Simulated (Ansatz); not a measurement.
Species: N-methyl-N-trichlorogermylmethanamine, C2H6Cl3GeN (charge 0, singlet). 
Geometry from a B3LYP-D3(BJ)/def2-TZVP (Ansatz, an electronic-structure program) optimisation:
```
N
C 1 1.4589
H 2 1.0889 1 110.52
H 2 1.0933 3 107.88 1 118.85
H 2 1.0976 3 108.70 4 117.03
C 1 1.4589 2 113.38 3 178.60
H 6 1.0889 1 110.52 2 -178.60
H 6 1.0933 7 107.88 1 -118.85
H 6 1.0976 7 108.70 8 -117.03
Ge 1 1.8142 2 117.34 3 -39.51
Cl 10 2.1440 1 109.32 2 49.81
Cl 10 2.1440 1 109.32 2 169.81
Cl 10 2.1662 1 113.99 2 -70.19
```

Dipole moments at this geometry, in debye (magnitudes).

| level | program | dipole (D) |
|---|---|---|
| SVWN5/def2-TZVPD | Ansatz | 2.78 |
| PBE/def2-TZVPD | Ansatz | 2.73 |
| BLYP/def2-TZVPD | Ansatz | 2.73 |
| revPBE/def2-TZVPD | Ansatz | 2.72 |
| B97M-V/def2-TZVPD | Ansatz | … |
| B3LYP/def2-TZVPD | Ansatz | 2.72 |
| PBE0/def2-TZVPD | Ansatz | 2.72 |
| BHLYP/def2-TZVPD | Ansatz | 2.72 |
| r2SCANh/def2-TZVPD | Ansatz | 2.74 |
| CAM-B3LYP/def2-TZVPD | Ansatz | 2.72 |
| wB97M-V/def2-TZVPD | Ansatz | 2.63 |
| wB97X-V/def2-TZVPD | Ansatz | 2.69 |
| CCSD(T)/def2-SVPD | Ansatz | … |

Question: What belongs in the gaps?

Answer: 
- B97M-V/def2-TZVPD, dipole (D): 2.65
- CCSD(T)/def2-SVPD, dipole (D): 2.71
